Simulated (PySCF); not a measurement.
Excitations are Tamm–Dancoff values on a coarser integration grid. The basis has no diffuse functions, so Rydberg states are missing or too high.

**C₃H₉NSi, SMILES `C=[SiH]N(C)C` (C–Si–N–C torsion 0°) (charge 0, multiplicity 1)**

Computed with PBE0-D3(BJ)/def2-TZVP in PySCF.

| Quantity | Result |
|---|---|
| HOMO | -5.54 eV |
| dipole moment | 2.67 D |
| LUMO | 0.00 eV |
| HOMO–LUMO gap | 5.54 eV |
| S1 excitation (TDA) | 5.19 eV |
| S1 oscillator strength | 0.036 |
| brightest of the four lowest singlets (TDA) | 5.31 eV |
| T1 excitation (TDA) | 3.13 eV |
| S1–T1 gap (TDA) | 2.06 eV |
| total energy | -463.6874 Ha |
| cost | about 2.3 core-minutes (a rough figure) |

```xyz
14

C      2.5175    -0.5815    -0.0100
Si     0.8995    -0.9190    -0.3874
N     -0.4551     0.0353    -0.0345
C     -0.3389     1.2947     0.6608
C     -1.8030    -0.3252    -0.3958
H      2.8769     0.2976     0.5084
H      3.2732    -1.2998    -0.3064
H      0.4613    -2.1374    -1.0995
H      0.7036     1.5020     0.9047
H     -0.9110     1.2820     1.5967
H     -0.7149     2.1213     0.0452
H     -2.4419    -0.4111     0.4923
H     -1.8169    -1.2848    -0.9150
H     -2.2502     0.4258    -1.0594
```
